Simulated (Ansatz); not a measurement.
`O[SiH2][SiH2][SeH]` and `C[SiH2][SiH2][SeH]` differ in one atom or group.

Ansatz, PBE0-D4/def2-TZVP geometries, multiplicity 1. Each molecule was computed in one conformer, which needn't be the lowest.

Scalar relativity is left out up to krypton. Spin–orbit coupling is left out; it splits and shifts lone-pair levels of the heavy atoms by tenths of an eV.

| property | `O[SiH2][SiH2][SeH]` |
| --- | --- |
| HOMO energy (ωB97M-V/def2-TZVPP) / eV | -9.25 |
| HOMO energy (PBE0/def2-TZVPP) / eV | -7.18 |
| size of the dipole moment (PBE/def2-TZVPP) / D | 1.00 |
| HOMO–LUMO gap (B3LYP/def2-TZVPP) / eV | 5.91 |
| HOMO–LUMO gap (PBE/def2-TZVPP) / eV | 4.40 |
| LUMO energy (PBE/def2-TZVPP) / eV | -1.68 |

(1) What does the change do to each property? (An estimate is asked.)

## Answers

(1) Ansatz gave: 
```csv
property,`C[SiH2][SiH2][SeH]`,shift
HOMO energy (ωB97M-V/def2-TZVPP) / eV,-8.98,0.27
HOMO energy (PBE0/def2-TZVPP) / eV,-6.88,0.30
size of the dipole moment (PBE/def2-TZVPP) / D,1.18,0.18
HOMO–LUMO gap (B3LYP/def2-TZVPP) / eV,6.08,0.17
HOMO–LUMO gap (PBE/def2-TZVPP) / eV,4.55,0.15
LUMO energy (PBE/def2-TZVPP) / eV,-1.22,0.46
```

With PBE0 the HOMO rises by 0.30 eV and the LUMO rises by 0.47 eV, so the gap widens by about 0.17 eV. PBE moves the HOMO by 0.31 eV and ωB97M-V by 0.27 eV. Dipoles are sizes alone; their direction can turn.

B3LYP here is the variant with VWN-RPA as its local correlation; programs differ in this.
